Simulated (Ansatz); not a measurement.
C₂H₅GaS, SMILES `C[CH]1[S][GaH]1`, charge 0, multiplicity 1.

Task: Give a relaxed structure at PBE0-D4/def2-TZVP (the Gaussian-basis code of Ansatz). (An estimate is asked.)

Result: Computed: 
```xyz
9

C     0.575    0.765   -0.797
C     0.187    0.123    0.507
S    -1.578    0.471    1.089
Ga   -0.830   -1.521    0.666
H     1.568    0.428   -1.110
H    -0.131    0.529   -1.596
H     0.605    1.856   -0.701
H     0.889    0.336    1.311
H    -1.284   -2.985    0.631
```
This is one stationary point; other conformers may exist.
